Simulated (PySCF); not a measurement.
C₂H₈OSSi, SMILES S([SiH2]CO)C (GFN2-xTB optimised geometry):

```
13

C      2.184    -1.260     0.101
S      0.388    -1.546     0.134
Si    -0.276     0.483     0.000
C     -2.177     0.483     0.000
O     -2.659     1.819     0.000
H      2.659    -2.232     0.177
H      2.469    -0.639     0.943
H      2.459    -0.783    -0.834
H      0.263     1.092    -1.213
H      0.221     1.208     1.177
H     -2.603    -0.078     0.840
H     -2.570     0.036    -0.914
H     -2.426     2.232     0.837
```

Computed with PBE/def2-TZVP (PySCF).

Task: What are the frontier orbital energies and the dipole moment?

Result: HOMO-2 -7.31 eV, HOMO-1 -6.04 eV, HOMO -5.61 eV, LUMO -0.84 eV, LUMO+1 -0.42 eV; dipole moment 1.65 D.

Meta-Löwdin charges at PBE/def2-TZVP: C1 -0.41, S2 -0.18, Si3 0.53, C4 -0.23, O5 -0.51, H6 0.15, H7 0.13, H8 0.13, H9 -0.09, H10 -0.10, H11 0.11, H12 0.14, H13 0.34.
